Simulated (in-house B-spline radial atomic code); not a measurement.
A calculation on Cu+: its settings, and results tabulated from the run. Method: scalar-relativistic (X2C) revTPSS, spin-polarised, spherical fractional occupations, Fermi nucleus of rms radius 3.8823 fm. Calculated with a radial B-spline atomic code at the basis-set limit.

Command:
```bash
python run_scf.py task.json out
```
Settings (nuclear radius in fm, mass in u):
```
Z                29
configuration    [Ar] 3d10
hamiltonian      x2c
method           revtpss,revtpss
spin_polarised   True
nucleus          fermi
rms_radius       3.8823
atomic_mass      62.9296
speed_of_light   137.035999084
```

Output (hartree, bohr):
```
 radial grid: 74 intervals, B-splines of order 8, outer radius 40.5882 bohr

 iter        energy (Eh)    residual
    1       -1654.079770    4.39e-02
    2       -1654.082210    2.03e-03
    3       -1654.082236    6.51e-04
    4       -1654.082240    4.88e-04
    5       -1654.082202    1.10e-03
    6       -1654.082243    2.38e-04
    7       -1654.082245    6.40e-06
    8       -1654.082245    6.70e-07
    9       -1654.082245    2.44e-08

 total energy                     -1654.08225
 kinetic                            1682.4577
 electron-nucleus                  -3978.5828
 Hartree                             709.4520
 exchange-correlation                -67.4092

 orbital      occ     eigenvalue          <r>       <r^2>       <1/r>       r_max
 1s up      1.000      -325.9283    0.0517418   0.0036137     29.6587      0.0337
 1s down    1.000      -325.9283    0.0517418   0.0036137     29.6587      0.0337
 2s up      1.000       -39.4433     0.234639   0.0650325     6.41096      0.1962
 2s down    1.000       -39.4433     0.234639   0.0650325     6.41096      0.1962
 2p up      3.000       -34.0004     0.206383   0.0522646     6.21325      0.1581
 2p down    3.000       -34.0004     0.206383   0.0522646     6.21325      0.1581
 3s up      1.000        -4.5688     0.712951    0.588062     2.00253      0.6137
 3s down    1.000        -4.5688     0.712951    0.588062     2.00253      0.6137
 3p up      3.000        -2.9805     0.751677     0.66895     1.83596      0.6207
 3p down    3.000        -2.9805     0.751677     0.66895     1.83596      0.6207
 3d up      5.000        -0.4919      1.01256     1.41433      1.3828      0.6043
 3d down    5.000        -0.4919      1.01256     1.41433      1.3828      0.6043
```

Cost of the run: 0.4 s on 1 thread of Arm Neoverse V2, with other jobs on the host.

One-electron X2C: radii and densities carry no picture-change correction, so inner-shell <1/r> comes out high (for 1s by about 2 % at Z = 33, 5 % at 54, 10 % at 75, 30 % at 118) and <r> low.
